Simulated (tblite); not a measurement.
Compound: CH9B2NP2.
Bonds: C1–N2, N2–B3, B3–P4, P4–B5, B5–P6. Hydrogens: H7, H8, H9 on C1; H10 on N2; H11 on B3; H12 on P4; H13 on B5; H14, H15 on P6.

Computed with GFN2-xTB (tblite), gas phase: L-BFGS steps from a force-field or distance-geometry start until the largest atomic force falls under 0.01 eV/Å.

The end geometry, which sets the zero of energy:
```
atom  x, y, z in Å
C1     -2.9149    0.0848    0.2280
N2     -1.6872   -0.2984   -0.4314
B3     -0.4499   -0.4924    0.1440
P4      1.0045   -1.0181   -0.9211
B5      2.4270    0.0804   -0.5797
P6      2.9227    0.5303    1.1856
H7     -3.6845   -0.6797    0.0914
H8     -3.2924    1.0290   -0.1742
H9     -2.7270    0.2078    1.2918
H10    -1.8159   -0.4334   -1.4255
H11    -0.3010   -0.3610    1.2982
H12     0.6245   -0.7201   -2.2175
H13     3.0707    0.5061   -1.4618
H14     4.2630    0.1965    1.1154
H15     2.5562   -0.6350    1.8348
```

Problem. These geometries come from the run, each turned onto the end geometry. Order them by energy, lowest first.
A.
```
atom  x, y, z in Å
C1     -2.9479    0.0800    0.2075
N2     -1.6968   -0.2742   -0.4231
B3     -0.4683   -0.4658    0.1727
P4      0.9827   -1.0018   -0.8943
B5      2.4350    0.0613   -0.5619
P6      2.9610    0.5007    1.1955
H7     -3.6873   -0.7088    0.0536
H8     -3.3429    1.0074   -0.2122
H9     -2.7961    0.2205    1.2746
H10    -1.8031   -0.4145   -1.4203
H11    -0.3418   -0.3440    1.3314
H12     0.6013   -0.6856   -2.1860
H13     3.0903    0.4585   -1.4441
H14     4.3158    0.2656    1.0608
H15     2.6938   -0.7024    1.8238
```
B.
```
atom  x, y, z in Å
C1     -2.9281    0.1153    0.0351
N2     -1.6113   -0.3683   -0.3133
B3     -0.4788   -0.5628    0.4406
P4      1.0716   -1.0120   -0.5598
B5      2.2585    0.3883   -0.4198
P6      3.3493    0.4300    1.1343
H7     -3.6635   -0.6735   -0.1176
H8     -3.2173    0.9511   -0.6057
H9     -2.9468    0.4450    1.0698
H10    -1.5286   -0.5273   -1.3105
H11    -0.4809   -0.4532    1.6035
H12     0.5897   -0.8173   -1.8553
H13     2.4983    1.1186   -1.3105
H14     4.2874   -0.3398    0.4588
H15     2.7963   -0.6973    1.7284
```
C.
```
atom  x, y, z in Å
C1     -2.8830    0.1535    0.0316
N2     -1.6638   -0.3876   -0.5333
B3     -0.4939   -0.5865    0.1548
P4      1.1350   -1.2534   -0.5563
B5      2.0439    0.3682   -0.0919
P6      3.6801    0.4081    0.8954
H7     -3.6901   -0.5884   -0.0188
H8     -3.1966    1.0403   -0.5264
H9     -2.6869    0.4571    1.0619
H10    -1.7829   -0.7081   -1.4840
H11    -0.4921   -0.3178    1.2910
H12     0.9771   -0.8853   -1.8891
H13     1.5712    1.3728   -0.4796
H14     4.2874   -0.6520    0.2263
H15     3.1902   -0.4241    1.8965
```
D.
```
atom  x, y, z in Å
C1     -2.8984    0.1286    0.0586
N2     -1.8336   -0.6347   -0.5990
B3     -0.6354   -0.6763    0.0501
P4      1.0733   -1.0783   -0.6038
B5      2.0906    0.5069   -0.2025
P6      3.7370    0.3506    0.9268
H7     -3.8203   -0.3946    0.2343
H8     -3.0805    1.0335   -0.4960
H9     -2.4761    0.3910    1.0006
H10    -1.8490   -0.5464   -1.5945
H11    -0.6623   -0.2896    1.1896
H12     1.0582   -1.3363   -1.9405
H13     1.6434    1.6050   -0.2579
H14     4.4839   -0.6151    0.2549
H15     3.1648   -0.4473    1.9573
```
E.
```
atom  x, y, z in Å
C1     -2.9833    0.0804    0.1715
N2     -1.7157   -0.2668   -0.4277
B3     -0.5043   -0.4616    0.2013
P4      0.9775   -0.9971   -0.8236
B5      2.4276    0.0776   -0.5212
P6      3.0607    0.4716    1.2167
H7     -3.7124   -0.7222    0.0286
H8     -3.3859    0.9905   -0.2800
H9     -2.8510    0.2480    1.2375
H10    -1.8000   -0.3934   -1.4274
H11    -0.4042   -0.3393    1.3603
H12     0.6068   -0.7110   -2.1265
H13     3.0108    0.5232   -1.4366
H14     4.4094    0.2554    0.9879
H15     2.8599   -0.7586    1.8172
```

Solution. A (0.006 eV), E (0.013 eV), B (0.238 eV), C (0.679 eV), D (1.559 eV).

In the order of the answer:

| step | E above end (eV) | largest force (eV/Å) | rms force component (eV/Å) | rms distance from end (Å) | rms bond change (Å) | bond most changed (Å) |
| --- | --- | --- | --- | --- | --- | --- |
| 85 | 0.006 | 0.10 | 0.029 | 0.065 | 0.001 | B5–H13 -0.004 |
| 72 | 0.013 | 0.05 | 0.018 | 0.137 | 0.001 | B5–P6 +0.003 |
| 44 | 0.238 | 0.33 | 0.093 | 0.442 | 0.008 | B3–P4 +0.021 |
| 17 | 0.679 | 0.38 | 0.133 | 0.730 | 0.025 | P4–B5 +0.087 |
| 3 | 1.559 | 1.53 | 0.483 | 0.793 | 0.045 | B5–P6 +0.115 |

What follows is the cost of the whole relaxation. Hardware: one thread of an Arm Neoverse N1, shared host with 64 logical CPUs at a one-minute load of 58. Cost: 1.1 s.
